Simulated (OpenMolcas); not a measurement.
## Nd4+: CASPT2 settings compared

| Property | Result |
| --- | --- |
| Program | OpenMolcas |
| Basis | ANO-RCC-VQZP [9s8p6d4f3g2h] |
| Scalar Hamiltonian | X2C, point nucleus |
| Active space | 2 electrons in 7 orbitals (4f) |
| State averaging | 2S+1 = 3 even, 21 roots; 2S+1 = 1 even, 28 roots (27 in the spin-orbit step) |
| Spin-orbit coupling | RASSI with atomic mean-field integrals over the reference wave functions, term energies averaged over their components |

Methods on the same reference wave functions:
A. CASSCF
B. SS-CASPT2, IPEA 0.4 Eh, sigma2 regulariser 0.3 Eh (closed shells correlated: 5s 5p)
C. SS-CASPT2, IPEA 0 Eh, sigma1 regulariser 0.05 Eh (closed shells correlated: 5s 5p)
D. XMS-CASPT2, IPEA 0 Eh, sigma2 regulariser 0.5 Eh (closed shells correlated: 5s 5p)

Energies in cm⁻¹ above 4f² ³H₄, the measured ground level; measured values from the list in Carvajal Gallego et al., Mon. Not. R. Astron. Soc. 518, 332 (2023).

```csv
Level,A,B,C,D,Measured
4f² ³H₄,0.0,0.0,0.0,0.0,0.0
4f² ³H₅,2973,3000,3000,3000,2834
4f² ³H₆,6078,6100,6090,6100,5743
4f² ³F₂,7760,6470,6300,6630,5894
4f² ³F₃,9687,8440,8270,8610,7785
4f² ¹D₂,26888,23350,23120,23150,20551
4f² ¹I₆,32157,29560,29470,29460,26088
4f² ³P₀,33773,29520,29060,29050,25051
4f² ³P₁,34301,30050,29580,29580,25893
4f² ³P₂,35933,31730,31290,31280,27479
```

Deviations, from unrounded energies. A percentage is the sum of absolute deviations over the sum of measured energies, with the sign that they share, or ± where signs differ.

| Against measurement | Levels | A | B | C | D |
| --- | --- | --- | --- | --- | --- |
| mean absolute deviation (cm-1) | 9 | 4700 | 2300 | 2100 | 2200 |
| fine structure of the ground term (%) | 2 | +5.5 | +6.0 | +5.9 | +6.1 |
| other terms of the ground configuration (%) | 7 | +30.1 | +14.7 | +13.2 | +13.7 |

C, D lie about equally close to measurement and A furthest from it. The largest miss of C in the table is 4f² ³P₀, by +4000 cm-1. The ranking rests on the paired levels alone, and a cruder setting can come out closer through cancelling errors.

Among B to D the level of the table that moves most is 4f² ³P₁, by 470 cm-1 (lowest in D, highest in B). Moves below CASPT2's spread within the term are not significant.

The mean deviations of B to D differ by less than CASPT2's widest spread within a term (490 cm-1), so their order carries little weight.

From A to B the spin-free energies of the other terms of 4f² shown, above ³H, scale by factors of 0.81 to 0.91, as is usual when dynamic correlation screens the repulsion within a d or f shell.

The lowest spin-free term lies below A's lowest term by 0.255 hartree in B, 0.259 hartree in C, 0.261 hartree in D.

CASPT2 breaks the degeneracy within a term, and the mean is taken; among the terms shown or strongly mixed into the levels shown the widest spread is 490 cm-1 (4f² ¹I, C). Some high roots are left out of the spin-orbit mixing, which shifts the levels that they would mix with. Without dynamic correlation excited terms often stand tens of per cent too high (terms of higher spin than the ground term too low), and those without a measured partner can miss by more than the paired ones (holds for A). Some levels mix across a computed gap that differs much from the measured one, so their mixing is not that of the real levels (holds for A). Some terms miss by over 15 % even with CASPT2, which points to a basis or an active space too small for the shells correlated (holds for B; C; D). Measured partners are found by configuration, term and J. A level has none where our copy of the source lacks it or the pairing is in doubt (some pairs that miss far off the trend of their configuration count as doubtful), and it then counts in no deviation. Levels of configurations outside the active space are missing. The table leaves out levels that lie high or whose names do not pair safely across all columns.
